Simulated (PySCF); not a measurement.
# `CC(C)OB(P)Br`, C$_{3}$H$_{9}$BBrOP

Cartesian coordinates in Å; atom numbers follow the order of the lines, from 1:
```xyz
16

C    -1.181    0.427    1.551
C    -0.790   -0.299    0.268
C    -1.728    0.033   -0.886
O     0.528    0.112   -0.102
B     1.658   -0.548   -0.046
P     3.218    0.290   -0.780
Br    1.774   -2.352    0.588
H    -2.175    0.114    1.860
H    -0.479    0.192    2.349
H    -1.180    1.502    1.387
H    -0.790   -1.383    0.446
H    -2.743   -0.256   -0.628
H    -1.426   -0.501   -1.784
H    -1.701    1.101   -1.091
H     2.936    1.570   -0.347
H     4.072    0.008    0.272
```

The calculation used GIAO B3LYP/pcSseg-1 magnetisability, rotational g tensor and spin-rotation constants, non-relativistic, gas phase in PySCF 2.14.0. Geometry: GFN2-xTB.

The calculation is non-relativistic, which matters for the atoms heavier than Zn.

Problem. Give the nuclear spin-rotation constants along the inertial axes (H = +C I·J) beside the isotropic shieldings.

Solution. Rotational constants 1.5217, 0.9245, 0.6553 GHz. A star marks the isotopologue with that one atom substituted, in its own axes.
| atom | isotope | Caa (kHz) | Cbb (kHz) | Ccc (kHz) | mean (kHz) | σ (ppm) |
| --- | --- | --- | --- | --- | --- | --- |
| B5 | 11B | 0.547 | 0.303 | 0.135 | 0.328 | 49.6 |
| P6 | 31P | 1.671 | 0.840 | 0.777 | 1.096 | 530.5 |
| Br7 | 79Br | 3.256 | 0.684 | 0.533 | 1.491 | 2317.0 |
| H8 | 1H | -0.064 | -0.048 | -0.074 | -0.062 | 30.7 |
| H9 | 1H | -0.077 | -0.102 | -0.024 | -0.068 | 30.3 |
| H10 | 1H | -0.136 | -0.006 | -0.067 | -0.070 | 30.4 |
| H11 | 1H | -0.108 | 0.033 | -0.062 | -0.046 | 26.6 |
| H12 | 1H | -0.051 | -0.053 | -0.075 | -0.060 | 30.7 |
| H13 | 1H | -0.119 | -0.110 | 0.000 | -0.076 | 30.3 |
| H14 | 1H | -0.135 | 0.002 | -0.072 | -0.068 | 30.3 |
| H15 | 1H | -0.103 | -0.058 | -0.043 | -0.068 | 29.9 |
| H16 | 1H | -0.077 | -0.100 | -0.026 | -0.068 | 30.0 |
| C1 | 13C* | 0.256 | 0.164 | 0.092 | 0.171 | 155.0 |
| C2 | 13C* | 0.352 | 0.211 | 0.167 | 0.243 | 104.6 |
| O4 | 17O* | -0.487 | -0.325 | -0.064 | -0.292 | 85.2 |

For the geometry as given, no vibrational averaging.

Problem. How do the rotational constants and the g tensor change when H8, H9, H10, H11, H12, H13, H14, H15, H16 are replaced by deuterium?

Solution. Constants 1.3803, 0.8006, 0.5906 GHz; g -0.0121, -0.0035, -0.0023, against -0.0134, -0.0038, -0.0024 before.
